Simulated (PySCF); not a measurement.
Orbital picture of SrGa⁺

TPSS at R = 3.626 Å; Sr def2-SVP with ECP28, Ga def2-SVP; scalar-relativistic core potentials (PySCF 2.14). State: ¹Σ⁺ (singlet), closed shell. Only the outer orbitals are listed, counted within each symmetry, core potentials removing the inner ones.

```json
{"orbital": "1δ", "occ.": "2", "ε (eV)": "-24.33", "on Sr (%)": "0", "main shells (%)": "100 Ga d"}
{"orbital": "1δ", "occ.": "2", "ε (eV)": "-24.33", "on Sr (%)": "0", "main shells (%)": "100 Ga d"}
{"orbital": "4π", "occ.": "2", "ε (eV)": "-24.16", "on Sr (%)": "0", "main shells (%)": "100 Ga d"}
{"orbital": "4π", "occ.": "2", "ε (eV)": "-24.16", "on Sr (%)": "0", "main shells (%)": "100 Ga d"}
{"orbital": "8σ", "occ.": "2", "ε (eV)": "-24.10", "on Sr (%)": "0", "main shells (%)": "100 Ga d"}
{"orbital": "9σ", "occ.": "2", "ε (eV)": "-12.91", "on Sr (%)": "6", "main shells (%)": "94 Ga s"}
{"orbital": "10σ", "occ.": "2", "ε (eV)": "-7.80", "on Sr (%)": "60", "main shells (%)": "56 Sr s, 37 Ga p"}
{"orbital": "5π", "occ.": "0", "ε (eV)": "-6.65", "on Sr (%)": "25", "main shells (%)": "75 Ga p, 19 Sr d"}
{"orbital": "5π", "occ.": "0", "ε (eV)": "-6.65", "on Sr (%)": "25", "main shells (%)": "75 Ga p, 19 Sr d"}
{"orbital": "11σ", "occ.": "0", "ε (eV)": "-6.38", "on Sr (%)": "67", "main shells (%)": "39 Sr s, 33 Ga p, 20 Sr d"}
```

Problem. Which are the highest filled and the lowest empty level, where do they sit, and how wide is the gap?

Solution. Highest filled 10σ at -7.80 eV (in %: 56 Sr s, 37 Ga p); lowest empty 5π at -6.65 eV (in %: 75 Ga p, 19 Sr d); the gap at TPSS is 1.15 eV.

* bond order (Mayer): 1.05
* ⟨S²⟩: 0.000
* charge on Sr (Mulliken, basis-dependent): 0.70
* charge on Sr (Löwdin, basis-dependent): 0.62
* dipole moment (positive dipole points towards Ga; it is taken about the centre of mass and depends on that origin): -4.14 D

Closed-shell solutions of metal pairs were not tested for spin polarisation, which can lower them a little.
